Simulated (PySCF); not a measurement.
## Two-dimensional NMR puzzle

Compound of formula C$_{5}$H$_{3}$ClFN. Correlations simulated from computed shifts and the bond graph:

HSQC (one-bond C–H):
| δH | δC |
| --- | --- |
| 8.42 | 151.1 |
| 7.49 | 129.6 |
| 7.28 | 128.3 |

COSY cross peaks (H two or three bonds apart, from the bond graph; peaks can be absent where the dihedral angle is near 90°):
| δH | δH |
| --- | --- |
| 8.42 | 7.28 |
| 7.49 | 7.28 |

HMBC (two and three bonds, from the bond graph):
| δH | δC |
| --- | --- |
| 8.42 | 152.9, 129.6, 128.3 |
| 7.49 | 164.8, 152.9, 151.1, 128.3 |
| 7.28 | 164.8, 151.1, 129.6 |

Carbons without hydrogens: δ 164.8, 152.9.

[PySCF 2.14: σ from GIAO-B97-2/pcSseg-2; PBE0-D3(BJ)/def2-TZVP geometry; non-relativistic; no solvent model; one conformer]

Scale: $^{1}$H (31.64 ppm) and $^{13}$C (185.38 ppm) vs TMS (reference shieldings calculated alike).

Exchangeable hydrogens are left out of these lists.

**Question.** Work out the connectivity.

**Answer.** SMILES Fc1cccnc1Cl.

Numbering as in the mapped SMILES `[F:1][c:2]1[cH:3][cH:4][cH:5][n:6][c:7]1[Cl:8]` (H(Xn): hydrogen on atom n).

1. δC 164.8 is C2, an aromatic carbon bearing fluorine.
2. δC 152.9 is C7, an aromatic carbon bearing chlorine.
3. δC 151.1 is C5, an aromatic CH next to a ring nitrogen (δH 8.42).
4. δC 129.6 is C3, an aromatic CH (δH 7.49).
5. δC 128.3 is C4, an aromatic CH (δH 7.28).
6. HMBC from δH 8.42 reaches the proton-free carbon C7.
7. HMBC from δH 7.49 reaches the proton-free carbons C2, C7.
8. HMBC from δH 7.28 reaches the proton-free carbon C2.
9. COSY links 8.42–7.28, 7.49–7.28.

The shifts were computed for this structure.

Carbons that carry Cl, above all several Cl atoms, come out too deshielded, partly because spin–orbit coupling is missing. Shifts are as computed. Against solution values, carbons near 30 ppm lie about +3 ppm off and those near 130 ppm about +7 ppm; carbons on Cl a further +5 ppm. Of 1211 compounds with measured shifts, 218 miss one by over three times the rms of a fit or turn the order of signals round; such compounds aren't used in these exercises.
